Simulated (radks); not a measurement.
Neutral rhenium, [Xe] 4f14 5d5 6s2. Method: non-relativistic Kohn-Sham, exchange-only PBE, spin-polarised, spherical densities, point nucleus; computed with a radial shooting solver on a logarithmic mesh with Libxc functionals. Every spin shell is full or empty, so the densities are truly spherical. Functionals are evaluated on that one density, not self-consistently. Rank these exchange functionals by their error against the exact value of the orbitals, and give that value: LDA, PBE, PBEsol, PW91, AM05, G96, EV93, APBE, TPSS, r2SCAN, MS2.

Answer. Exact: -309.859 hartree. From best to worst, with 100 (|E| - |E exact|)/|E exact| (equal figures are ties): r2SCAN -0.09, PW91 +0.16, PBE -0.23, TPSS -0.31, APBE +0.37, EV93 -0.38, MS2 -0.56, G96 +0.57, PBEsol -1.74, AM05 -3.60, LDA -3.81.
